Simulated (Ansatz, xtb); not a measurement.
**Relative energy of two isomers of C3H5BF2O**

Structure I: `C=CCOB(F)F`, a singlet. Structure II: `CC(=O)CB(F)F`, a singlet. Both are isolated molecules in the gas phase, relaxed with B3LYP/def2-SVP; the shapes shown needn't be the lowest conformers.

I (Å):

```xyz
12

C    -1.1866   -1.7510    2.1125
C    -2.2450   -1.8336    1.3031
C    -2.4121   -1.0312    0.0455
B    -1.6416   -2.3606   -1.8345
F    -0.3726   -2.0117   -1.6396
F    -1.9121   -3.1957   -2.8247
O    -2.6438   -1.8844   -1.0805
H    -1.1185   -2.3446    3.0282
H    -0.3473   -1.0828    1.8921
H    -3.0695   -2.5178    1.5379
H    -1.5328   -0.3893   -0.1265
H    -3.3015   -0.3841    0.1205
```

II (Å):

```tsv
atom	x (Å)	y (Å)	z (Å)
C	-2.9946	0.0908	-0.1952
C	-1.5273	0.1568	0.1772
C	-1.1703	-0.1456	1.6333
B	-1.0163	-1.6870	1.9007
F	-0.0025	-2.1861	2.5842
F	-1.9186	-2.5538	1.4615
O	-0.6648	0.4194	-0.6284
H	-3.4294	-0.8712	0.1203
H	-3.1093	0.2212	-1.2792
H	-3.5500	0.8855	0.3320
H	-0.2362	0.3746	1.8884
H	-1.9726	0.2107	2.3059
```

Quicker runs give these differences E(II) − E(I): GFN2-xTB +13.3 kcal/mol; HF/STO-3G +7.2 kcal/mol (at GFN2-xTB geometries); r2SCAN-D4/def2-SVP +4.4 kcal/mol (at GFN2-xTB geometries).

Question: Estimate E(II) − E(I) at the level CCSD(T)/def2-SVP + ΔMP2/def2-TZVPP.

Answer: Calculated at CCSD(T)/def2-SVP + ΔMP2/def2-TZVPP: E(II) − E(I) = +8.8 kcal/mol, so structure I lies lower.

The same difference at several levels:

| level | geometry | E(II) − E(I) (kcal/mol) | departure from the last row (kcal/mol) | job, with rough time for the two |
| --- | --- | --- | --- | --- |
| GFN2-xTB | GFN2-xTB | +13.3 | +4.5 | optimisation, 0.55 s |
| HF/STO-3G | GFN2-xTB | +7.2 | −1.5 | single point, 0.95 s |
| r2SCAN-D4/def2-SVP | GFN2-xTB | +4.4 | −4.3 | single point, 4.5 s |
| B3LYP/def2-SVP | B3LYP/def2-SVP | +7.7 | −1.1 | optimisation, 2.8 min |
| HF/def2-SVP | B3LYP/def2-SVP | +10.8 | +2.0 | part of the CCSD(T) run |
| MP2/def2-SVP | B3LYP/def2-SVP | +6.7 | −2.1 | part of the CCSD(T) run |
| CCSD(T)/def2-SVP | B3LYP/def2-SVP | +8.0 | −0.8 | single point |
| CCSD(T)/def2-SVP + ΔMP2/def2-TZVPP | B3LYP/def2-SVP | +8.8 |  | single point, 85 s |

As drawn, II has 1 C–C, 1 C=O, 1 C–B in place of 1 C=C, 1 C–O, 1 B–O.

None of the levels shown reverses the order. The largest departure from CCSD(T)/def2-SVP + ΔMP2/def2-TZVPP is that of GFN2-xTB, 4.5 kcal/mol. The last row adds to CCSD(T) the change of the MP2 difference between the two basis sets, here +0.8 kcal/mol.

With thermal terms from frequencies at re-optimised GFN2-xTB minima (ideal gas, soft modes damped towards free rotors, one conformer each, 298.15 K, 1 atm): the zero-point term adds −0.2 kcal/mol; ΔH is +8.7 and ΔG +8.5 kcal/mol.

The correlated steps freeze 7 core orbitals. Codes used: Ansatz 0.2.0, xtb 6.7.1; the last row on 2 threads of Intel(R) Xeon(R) Processor @ 2.70GHz on a shared host.
